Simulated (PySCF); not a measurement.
The multiplicity is imposed and other spin states were not computed.

Cartesian coordinates (Å):
```xyz
13

Mo     0.0024     0.0020    -0.0008
O      3.1454    -0.2796     0.6276
C      2.0142    -0.1786     0.4020
O      0.3866     3.1587    -0.4898
C      0.2482     2.0226    -0.3146
O     -0.5759     0.5601     3.1144
C     -0.3672     0.3588     1.9934
O      0.5797    -0.5576    -3.1159
C      0.3715    -0.3554    -1.9951
O     -0.3810    -3.1546     0.4901
C     -0.2430    -2.0186     0.3138
O     -3.1402     0.2855    -0.6305
C     -2.0092     0.1834    -0.4042
```
Charge 0, spin multiplicity 1.

Task: Estimate the mean C–O bond length of the carbonyls, total energy and dipole moment that PySCF 2.14.0 with TPSSh-D3(BJ)/def2-TZVP // BP86-D3(BJ)/def2-SVP returns for this input.

Result: 
```json
{
  "mean C–O bond length of the carbonyls": "1.158 Å",
  "total_energy": "-748.6701 Ha",
  "dipole_moment": "0.00 D"
}
```
